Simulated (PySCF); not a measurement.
**Krypton: highly charged ions in a basis for the neutral atom**

Kr⁹⁺ [Ar] 3d9, Kr¹⁰⁺ [Ar] 3d8. All numbers are calculated (PySCF 2.14, scalar relativity by spin-free X2C-1e, in aug-cc-pVDZ-DK (6s5p3d, 36 functions)). No spin-orbit coupling, so a gap to NIST mixes the basis error with missing relativistic terms.

Changed run: basis of the neutral atom used for a highly charged ion. This setting is unsound on purpose.

```csv
species,method,sound run (hartree),changed run (hartree),converged
Kr⁹⁺,UHF,not run,-2761.26211,yes
Kr⁹⁺,B3LYP,not run,-2762.67220,yes
Kr⁹⁺,LDA,not run,-2758.68704,yes
Kr¹⁰⁺,UHF,not run,-2751.16997,yes
Kr¹⁰⁺,B3LYP,not run,-2752.51287,yes
Kr¹⁰⁺,LDA,not run,-2748.50463,yes
```

Ionisation energy of Kr⁹⁺:

| method | changed run (eV) | NIST (eV) |
| --- | --- | --- |
| UHF | 274.62 | 268 ± 3 |
| B3LYP | 276.45 | 268 ± 3 |
| LDA | 277.08 | 268 ± 3 |

The contracted functions were made for the neutral atom and can be too rigid for a highly charged ion.
